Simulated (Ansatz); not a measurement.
Start from `[OH][Ta]([OH])([OH])=[S]` and change one atom or group to get `[CH3][Ta]([OH])([OH])=[S]`.

Ansatz, PBE0-D4/def2-TZVP geometries, multiplicity 1. Each molecule was computed in one conformer, which needn't be the lowest.

Elements past krypton have def2 core potentials.

```csv
property,`[OH][Ta]([OH])([OH])=[S]`
size of the dipole moment (ωB97M-V/def2-TZVPP) / D,0.76
LUMO energy (PBE0/def2-TZVPP) / eV,-1.00
LUMO energy (B3LYP/def2-TZVPP) / eV,-1.21
HOMO–LUMO gap (PBE0/def2-TZVPP) / eV,6.56
size of the dipole moment (B3LYP/def2-TZVPP) / D,0.61
HOMO–LUMO gap (ωB97M-V/def2-TZVPP) / eV,10.71
```

(1) Give the same properties after the change, and the shifts. (An estimate is asked.)

Answers

(1) The calculation gave: 
| property | `[CH3][Ta]([OH])([OH])=[S]` | shift |
| --- | --- | --- |
| size of the dipole moment (ωB97M-V/def2-TZVPP) / D | 2.03 | 1.27 |
| LUMO energy (PBE0/def2-TZVPP) / eV | -1.16 | -0.16 |
| LUMO energy (B3LYP/def2-TZVPP) / eV | -1.37 | -0.16 |
| HOMO–LUMO gap (PBE0/def2-TZVPP) / eV | 6.27 | -0.29 |
| size of the dipole moment (B3LYP/def2-TZVPP) / D | 1.90 | 1.29 |
| HOMO–LUMO gap (ωB97M-V/def2-TZVPP) / eV | 10.48 | -0.23 |

With PBE0 the HOMO rises by 0.13 eV and the LUMO falls by 0.16 eV, so the gap narrows by about 0.29 eV. PBE moves the HOMO by 0.11 eV and ωB97M-V by 0.11 eV. The zero-point energy changes by 58.3 kJ/mol with +6 modes. Dipoles are sizes alone; their direction can turn.

B3LYP here is the variant with VWN-RPA as its local correlation; programs differ in this.
